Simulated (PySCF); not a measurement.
C₃H₁₀Si₃, SMILES [SiH2]1C(C=C)[SiH2][SiH2]1. Geometry optimised at B3LYP-D3(BJ)/def2-SVP. This is a generated structure with no PubChem entry under its InChIKey; it may be hypothetical. The values are those of a single conformer.

Computed equilibrium geometry at B3LYP-D3(BJ)/def2-SVP (PySCF confirms it by a frequency run) as bond lengths and angles, and its point group (one conformer of several):
point group Cs.
Atoms: C1 C2 C3 Si4 Si5 Si6 H7 H8 H9 H10 H11 H12 H13 H14 H15 H16. Bonds (Å): C1–C2 1.339, C1–H7 1.095, C1–H8 1.093, C2–C3 1.491, C2–H9 1.098, C3–Si4 1.929, C3–Si6 1.929, C3–H10 1.107, Si4–Si5 2.364, Si4–H11 1.494, Si4–H12 1.493, Si5–Si6 2.364, Si5–H13 1.490, Si5–H14 1.493, Si6–H15 1.493, Si6–H16 1.494. Bond angles (°): C2–C1–H7 121.6, C2–C1–H8 121.3, H7–C1–H8 117.1, C1–C2–C3 126.1, C1–C2–H9 118.4, C3–C2–H9 115.5, C2–C3–Si4 118.3, C2–C3–Si6 118.3, C2–C3–H10 110.5, Si4–C3–Si6 96.9, Si4–C3–H10 105.6, Si6–C3–H10 105.6, C3–Si4–Si5 89.2, C3–Si4–H11 109.5, C3–Si4–H12 114.8, Si5–Si4–H11 110.3, Si5–Si4–H12 122.4, H11–Si4–H12 109.0, Si4–Si5–Si6 75.3, Si4–Si5–H13 120.5, Si4–Si5–H14 113.3, Si6–Si5–H13 120.5, Si6–Si5–H14 113.3, H13–Si5–H14 110.1, C3–Si6–Si5 89.2, C3–Si6–H15 114.8, C3–Si6–H16 109.5, Si5–Si6–H15 122.4, Si5–Si6–H16 110.3, H15–Si6–H16 109.0.
